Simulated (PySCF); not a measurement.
# Working out the ionisation energy of Cu⁺

Cu⁺ [Ar] 3d10 (1S) → Cu²⁺ [Ar] 3d9 (2D). Calculation: PySCF 2.14, in x2c-SVPall; the spin-free X2C one-electron Hamiltonian (Gaussian nucleus). Frozen: [Ar]. Energies in hartree (1 hartree = 27.21139 eV):

| part | Cu⁺ (lower) | Cu²⁺ (upper) |
| --- | --- | --- |
| UHF | -1652.599591 | -1651.960269 |
| MP2 opposite-spin | -0.169620 | -0.103149 |
| MP2 same-spin | -0.105300 | -0.064669 |

Problem. What does Hartree-Fock give?

Solution. (-1651.960269) − (-1652.599591) = 0.639322 hartree = 17.397 eV.

Problem. What do MP2 and SCS-MP2 (6/5 opposite-spin, 1/3 same-spin) give?

Solution. The opposite-spin parts differ by 1.809 eV and the same-spin parts by 1.106 eV. MP2: 17.397 + (1.809) + (1.106) = 20.312 eV. SCS-MP2: 17.397 + 1.2 × (1.809) + (1.106)/3 = 19.936 eV.

Reference: 20.292 eV (measured; NIST Atomic Spectra Database, ionization energies), between the lowest levels; spin-orbit coupling is absent from the calculation.

A double-zeta basis recovers only part of the correlation energy.

What remains against the reference includes basis incompleteness, the frozen core and correlation beyond second order.
